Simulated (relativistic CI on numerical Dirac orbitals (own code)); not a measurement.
**Spin-allowed bands of a d3 ion in an octahedral site, by hand**

Problem. A d3 ion in an octahedral site has a 4A2 ground term and spin-allowed bands at ν1 = 27800 and ν2 = 34336 cm⁻¹ (from a computed ligand-field model). Find Δ and the Racah parameter B, and predict the third band.

Working.
1. The F term splits into A2 (−1.2Δ), T2 (−0.2Δ) and T1 (+0.6Δ), so ν1 = E(T2) − E(A2) = Δ = 27800 cm⁻¹.
2. T1(F) mixes with T1(P), which lies at 15B, through an element 0.4Δ. The two roots, counted from A2, are ν2,3 = ½(15B + 3Δ) ∓ ½√[(15B − Δ)² + 12BΔ].
3. Solving the lower root for B gives B = (2ν1² + ν2² − 3ν1ν2)/(15ν2 − 27ν1) = -138981504/-235560 = 590 cm⁻¹.
4. The sum of the roots is 15B + 3Δ, so ν3 = 15B + 3ν1 − ν2 = 57914 cm⁻¹ (173 nm).

Check. The bands were computed by exact diagonalisation of the d3 shell with B = 590 and Δ = 27800 cm⁻¹, which gives ν3 = 57914 cm⁻¹. C does not enter the terms of highest spin.
